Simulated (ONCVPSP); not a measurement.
# Transferability test, ONCV potential for Ru (Z = 44)

ruthenium (Ru), optimised norm-conserving Vanderbilt (ONCV), made with ONCVPSP 4.0.1 (LDA (Perdew-Wang 92), fully relativistic). Core [Ar] 3d10, reference 4s2 4p6 4d6 (charge +2). Waves: 4s: rc 1.50 bohr, ncon 4, nbas 7, qcut 8.7 1/bohr, 2 projectors, debl 1.2 Ha; 4p: rc 1.25 bohr, ncon 3, nbas 6, qcut 7.3 1/bohr, 2 projectors, debl 1.3 Ha; 4d: rc 1.65 bohr, ncon 4, nbas 9, qcut 10.9 1/bohr, 1 projector. Local part: polynomial inside 1.20 bohr (lpopt 5, dvloc0 4 Ha). Core correction: none.

Open shells are filled in proportion to 2j + 1.

In the s channel the program set the typed energies aside and used -3.549, 0.250 Ha. In the p channel the program set the typed energies aside and used -2.405, 0.250 Ha (j = l + 1/2; the other j can differ).

Energies are relative to the spin-unpolarised reference configuration 4s2 4p6 4d6; without spin polarisation the order of configurations can differ from experiment.

| valence configuration | charge | ΔE all-electron (eV) | error AE − PS (meV) |
| --- | --- | --- | --- |
| 4s2 4p6 4d7 5s1 | 0 | -26.044 | +0.8 |
| 4s2 4p6 4d7 | +1 | -18.437 | +1.3 |
| 4s2 4p6 4d5 | +3 | 30.848 | +3.5 |

What are ΔE and the potential's error for 4s2 4p6 4d6 5s1 5p1?

ΔE = -20.385 eV all-electron; the error (AE − PS) is -0.7 meV.
